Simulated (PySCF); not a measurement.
Several orderings of computed values.

Species are written as SMILES; each is one conformer at its optimised geometry, gas phase, non-relativistic unless stated; the electronic structure was computed with PySCF and density fitting.

Dipoles, sizes and rotational constants follow the conformer. The torsions of the flexible species, by atom-mapped SMILES:
- `[CH3:1][PH:2][C:3]([CH3:4])=[O:5]`: C1–P2–C3–C4 48°
- `[CH3:1][BH:2][CH2:3]/[CH:4]=[CH:5]\[CH3:6]`: C1–B2–C3–C4 159°, B2–C3–C4–C5 100°
- `[CH3:1][C:2]1=[N:3][N:4]([C:5]([NH2:6])=[O:7])[B:8]([OH:9])[c:10]2[cH:11][cH:12][s:13][c:14]21`: N3–N4–C5–N6 0°, H–N6–C5–N4 0°, H–N6–C5–N4 180°, H–O9–B8–N4 0°
- `[NH2:1][B:2]([PH2:3])[Cl:4]`: H–N1–B2–P3 6°, H–N1–B2–P3 -174°, H–P3–B2–N1 -135°, H–P3–B2–N1 -39°
- `[CH:1]#[C:2][CH2:3][C@@H:4]([CH3:5])[CH2:6][CH:7]([CH3:8])[CH3:9]`: C2–C3–C4–C5 -68°, C3–C4–C6–C7 54°, C4–C6–C7–C8 -179°
- `[N:1]#[C:2][SiH:3]([OH:4])[OH:5]`: H–O4–Si3–C2 -65°, H–O5–Si3–C2 -17°
- `[H]/[N:5]=[CH:4]/[CH2:3][C:2]#[N:1]`: C2–C3–C4–N5 -135°

The conformers of `C[C@H]1CC12CCCCC2` aren't listed.

Question: Rank by electronic spatial extent ⟨r²⟩ about the centre of nuclear charge, highest first (PBE0/def2-SVPD at PBE0-D3(BJ)/def2-SVP geometries).
A. `CBC/C=C\C`
B. `CC1=NN(C(N)=O)B(O)c2ccsc21`
C. `NB(P)Cl`
D. `CPC(=O)C`
E. `[SiH3]CCl`

Answer: B (3087 bohr²), A (937 bohr²), D (596 bohr²), C (576 bohr²), E (435 bohr²).

Give the two extremes of that set in Å².

`[SiH3]CCl`: 122 Å²; `CC1=NN(C(N)=O)B(O)c2ccsc21`: 864 Å².

Question: Rank by smallest rotational constant, highest first (PBE0-D3(BJ)/def2-SVP).
A. `CBC/C=C\C`
B. `[SiH3]CCl`
C. `C#CC[C@@H](C)CC(C)C`
D. `N1(N=C(c2sccc2B1O)C)C(=O)N`

Answer: B (2.916 GHz), A (1.356 GHz), C (0.868 GHz), D (0.335 GHz).

Question: Rank by vertical ionisation energy, highest first (ΔSCF wB97X-D/def2-SVPD at PBE0-D3(BJ)/def2-SVP geometries).
A. `C/N=C\C#N`
B. `C1CC2(CCC1)C[C@@H]2C`
C. `[H]/N=C/CC#N`
D. `[H][Si]([H])(C)Cl`
E. `O[SiH](C#N)O`
F. `C#CC[C@@H](C)CC(C)C`

Answer: E (12.26 eV), D (11.17 eV), C (10.91 eV), A (10.59 eV), F (9.88 eV), B (9.17 eV).

Give the two extremes of that set in kJ/mol.

`C[C@H]1CC12CCCCC2`: 885 kJ/mol; `N#C[SiH](O)O`: 1183 kJ/mol.

Question: Rank by static isotropic polarisability, lowest first (PBE0/def2-SVPD at PBE0-D3(BJ)/def2-SVP geometries).
A. `[CH3][Ge]([CH3])([CH3])[NH2]`
B. `CPC(C)=O`
C. `C(=C/CBC)/C`
D. `[SiH3]CCl`
E. `NB(P)Cl`

Answer: D (56.0 au), E (64.8 au), B (68.2 au), A (77.0 au), C (78.7 au).

By how much do the two ends of that ranking differ?

By 22.7 au, between `CBC/C=C\C` and `[SiH3]CCl`.

Question: Rank by HOMO energy, lowest first (PBE0/def2-SVPD at PBE0-D3(BJ)/def2-SVP geometries).
A. `[SiH3]CCl`
B. `[CH3][Ge]([CH3])([CH3])[NH2]`
C. `NB(P)Cl`
D. `CPC(C)=O`

Answer: A (-8.24 eV), C (-7.38 eV), B (-6.93 eV), D (-6.77 eV).

Question: Rank by HOMO–LUMO gap, lowest first (PBE0/def2-SVPD at PBE0-D3(BJ)/def2-SVP geometries).
A. `CC1=NN(C(N)=O)B(O)C2=C1SC=C2`
B. `CPC(C)=O`
C. `NB(P)Cl`
D. `[CH3][Ge]([CH3])([CH3])[NH2]`
E. `CBC/C=C\C`

Answer: A (5.02 eV), B (5.82 eV), E (5.95 eV), C (7.10 eV), D (7.22 eV).
